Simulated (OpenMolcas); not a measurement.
# d4 ions of charge +4 down a group on the Ge site of Cs2GeF6

| Quantity | Value |
| --- | --- |
| Program | OpenMolcas 26.06 |
| Method | CASSCF |
| Spin-orbit coupling | state interaction with AMFI integrals over the reference wave functions |

The d shell is active. Each dopant is a cluster with its nearest anions in model potentials and point charges, with no relaxation. Distances were set from a Shannon-type radius of the metal (high-spin where two are listed) plus a fixed donor radius (F 1.31 Å), in hosts weighted 0.65 to 0.35 with the host's distance in the model lattice. Ligand basis ANO-RCC-VDZP, DKH2 Hamiltonian. States (labels of O, the rotations of Oh). Energies in cm-1 above the lowest state or level, χT in cm3 K/mol; under a threefold ground state the first gap can be a small split of the lowest multiplet, not the spin-orbit step; 10Dq and B are least-squares fits to the states below 45000 cm-1, weighted by degeneracy, with a free offset, and given where the rms deviation is under 5 % of |10Dq| (or 100 cm-1) and under 700 cm-1. Spin-only χT is S(S+1) / 2 for the spin of the ground state.

```tsv
Ion	Shell	R (Å)	Metal basis	Ground state	First state of that spin	10Dq	B (rms of fit)	First gap with spin-orbit (degeneracies)	χT at 300 K	First state of another spin	Spin-only χT
Fe4+	3d4	1.863	ANO-RCC-VTZP	5E	5T2 20763			15.9 (1, 3)	2.959	3T1 10055	3.000
Ru4+	4d4	1.886	ANO-RCC-VTZP	3T1	3E 28925	31837	734 (228)	747.8 (1, 3)	1.057	1T2 9297	1.000
Os4+	5d4	1.892	ANO-RCC-VTZP	3T1	3E 35938	38898	701 (172)	3608 (1, 3)	0.207	1T2 8842	1.000
```

|10Dq| changes by a factor of 38898 / 31837 = 1.22 from Ru4+ to Os4+.

B goes from 734 cm-1 (Ru4+) to 701 cm-1 (Os4+).

Below the highest spin of the shell: Ru4+, Os4+. χT departs most from the spin-only value for Os4+, by -0.793 cm3 K/mol.

Without dynamic correlation the repulsion within the d shell is too large (B by tens of per cent), so at a given field states of lower spin stand too high. Ligand-to-metal charge-transfer states are missing. With no ligand orbital active B as a rule stays too high, so bands that hang on it stand too high and its fall with covalency is understated. An orbital doublet at a regular site is open to a Jahn-Teller distortion, which this geometry leaves out (holds for Fe4+). This shell can be high or low spin here, a state of another spin lies low, and with metal d orbitals alone active their balance is uncertain, so the ground spin may be wrong (holds for Fe4+). The least metal-like active orbital is 77 % on the metal (Löwdin) and no ligand orbital is active, so the numbers are rough (holds for Fe4+). With metal d orbitals alone and no dynamic correlation 10Dq can be off by a tenth to a fifth, either way, in oxide and fluoride hosts (holds for Fe4+). An orbital triplet at a regular site is open to Jahn-Teller coupling, which can distort the site and quench the lowest spin-orbit gaps and is left out (holds for Ru4+). This shell can be high or low spin here, a state of another spin lies low, and with metal d orbitals alone active their balance is uncertain, so the ground spin may be wrong, although the usual error favours high spin (holds for Ru4+). The least metal-like active orbital is 74 % on the metal (Löwdin) and no ligand orbital is active, so the numbers are rough (holds for Ru4+). With metal d orbitals alone the field can be off either way by tens of per cent (holds for Ru4+; Os4+). The least metal-like active orbital is 73 % on the metal (Löwdin) and no ligand orbital is active, so the numbers are rough (holds for Os4+). No measured value stands beside these numbers; the geometry was set by hand and not optimised.
